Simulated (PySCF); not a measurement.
B3LYP has the VWN-RPA correlation part, as in Gaussian. 

Cartesian coordinates (Å):
```xyz
10

C      1.9253    -0.3562     0.1239
Si     0.1177     0.0908     0.2139
C     -1.1417     1.1348     0.4822
C     -1.6830    -0.3006     0.0595
H      2.1491    -1.1714     0.8132
H      2.5258     0.5134     0.3918
H      2.1876    -0.6744    -0.8859
H     -1.6959     2.0250     0.7237
H     -2.1727    -0.3833    -0.9112
H     -2.2122    -0.8781     0.8181
```
Charge 0, spin multiplicity 1.

Problem. Give the LUMO, HOMO, dipole moment, total energy and HOMO–LUMO gap at the level B3LYP-D3(BJ)/def2-TZVP (PySCF).

Solution. 
* **LUMO**: -0.68 eV
* **HOMO**: -5.40 eV
* **dipole moment**: 2.66 D
* **total energy**: -407.3869 Ha
* **HOMO–LUMO gap**: 4.73 eV
